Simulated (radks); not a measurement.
Initial-state core-level shifts of the osmium ion Os+ when its valence configuration changes from [Xe] 4f14 5d6 6s1. All-electron calculation, Dirac Kohn-Sham, PBEsol, spin-unpolarised, spherical densities, point nucleus; open shells fill j = l - 1/2 first. Program: a radial shooting solver on a logarithmic mesh with Libxc functionals. Shifts are changes of the shell-averaged eigenvalues in eV (positive: less bound).

valence                    1s       3s       4p      5p
4f13 5d6 6s2          -13.826  -16.663  -14.707  -6.061
4f14 5d7               +2.640   +2.760   +2.754  +2.517
4f13.5 5d6 6s1 6p0.5   -7.411   -8.795   -7.866  -3.612
4f14 5d5 6s1 6p1       -4.170   -4.288   -4.277  -3.947
4f14 5d6 6p1           -1.265   -1.255   -1.258  -1.250
4f13 5d7 6s1          -10.714  -13.421  -11.489  -3.187
4f13 5d6 6s1 6p1      -15.092  -17.922  -15.969  -7.304
4f13 5d5.5 6s2 6p0.5  -16.104  -19.005  -17.034  -8.173
4f12.5 5d7.5 6s1      -16.256  -20.398  -17.366  -4.751
